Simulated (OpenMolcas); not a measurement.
# Lines of Sn: computed and rescaled rates

```
Program             : OpenMolcas 26.06
Method              : SS-CASPT2, IPEA 0.25 Eh, imaginary shift 0.1 Eh (closed shells correlated: 4d)
Basis               : ANO-RCC-VQZP [8s7p5d3f2g]
Scalar Hamiltonian  : DKH2, point nucleus
Active space        : 4 electrons in 4 orbitals (5s 5p)
State averaging     : 2S+1 = 3 even, 3 roots; 2S+1 = 1 even, 6 roots; 2S+1 = 5 odd, 1 root; 2S+1 = 3 odd, 5 roots
Spin-orbit coupling : state interaction with AMFI integrals over the reference wave functions, term energies averaged over their components
```

Rates come from the transition moments of the reference wave functions (E1 and E2 in the length form). At fixed line strength A goes as λ^-3 for E1 and M1 and as λ^-5 for E2, so a rate at the computed wavelength can be rescaled to the measured one. Measured vacuum wavelengths follow from level energies in NIST Handbook of Basic Atomic Spectroscopic Data. Branching counts decays inside the model space alone, at computed energies, and the table is only a selection of the E2 and M1 lines, drawn from those between levels with measured partners whose computed energy lies within a factor of 1.5 of the measured one.

| Upper | Lower | Type | λ computed (nm) | λ measured (nm) | A computed (s-1) | A rescaled (s-1) | Branching % |
| --- | --- | --- | --- | --- | --- | --- | --- |
| 5s2 5p2 1S0 | 5s2 5p2 3P1 | M1 | 647.3 | 646.4 | 5.79e+00 |  | 72.4 |
| 5s2 5p2 1S0 | 5s2 5p2 1D2 | E2 | 1112 | 1170 | 1.53e+00 | 1.19e+00 | 19.1 |
| 5s2 5p2 1S0 | 5s2 5p2 3P2 | E2 | 719.9 | 728.1 | 6.85e-01 |  | 8.6 |
| 5s2 5p2 1D2 | 5s2 5p2 3P2 | M1 | 2040 | 1929 | 3.85e-01 |  | 53.9 |
| 5s2 5p2 1D2 | 5s2 5p2 3P1 | M1 | 1548 | 1445 | 3.22e-01 |  | 45.1 |
| 5s2 5p2 3P1 | 5s2 5p2 3P0 | M1 | 6731 | 5911 | 5.75e-02 | 8.49e-02 | 100.0 |
| 5s2 5p2 3P2 | 5s2 5p2 3P1 | M1 | 6422 | 5761 | 4.66e-02 | 6.46e-02 | 99.2 |
| 5s2 5p2 1D2 | 5s2 5p2 3P2 | E2 | 2040 | 1929 | 4.63e-03 |  | 0.6 |
| 5s2 5p2 3P2 | 5s2 5p2 3P0 | E2 | 3286 | 2917 | 3.43e-04 | 6.22e-04 | 0.7 |

Spin-changing lines and M1 lines between different terms are not rescaled, since their strength hangs on the term gaps too.

The largest correction is for 5s2 5p2 3P2 → 5s2 5p2 3P0 (E2): 3.43e-04 × (3286 / 2917)^5 = 6.22e-04 s-1, a factor of 1.81.

No measured rate stands beside these. Rescaling mends the energy factor alone: line strengths can still be far off where a level mixes with configurations outside the active space, and weak or spin-changing lines hang on small mixing coefficients that depend on the term gaps too, so rescaling need not improve them.

CASPT2 does not keep the components of a term degenerate, so their means are used; among the terms shown or strongly mixed into the levels shown the widest spread is 110 cm-1 (5s2 5p2 1D). Over all roots computed the reference weight is 0.84 to 0.93; the roots of lowest weight are the least certain, and an intruder state may touch them. Computed and measured levels are paired by configuration, term and J; levels that our copy of the source lacks, or whose pairing is in doubt (as where it misses far off the trend of its configuration), stay unpaired. Only configurations of the active space appear.
